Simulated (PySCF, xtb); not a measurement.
C2H4Cl2Si2, SMILES [SiH3]C#C[SiH](Cl)Cl.

GFN2-xTB (xtb 6.7.1) at its own geometry gives an orbital gap of 4.55 eV and a dipole moment of 2.34 D.

Geometry optimised at B3LYP-D3(BJ)/def2-SVP. This is a generated structure with no PubChem entry under its InChIKey; it may be hypothetical.

### Question
What does PySCF with ωB97X/def2-TZVP give? (An estimate is asked for; the answer gives what the named calculation found.)

### Answer
gap 11.69 eV (levels -10.96 and 0.73 eV), dipole 1.87 D.
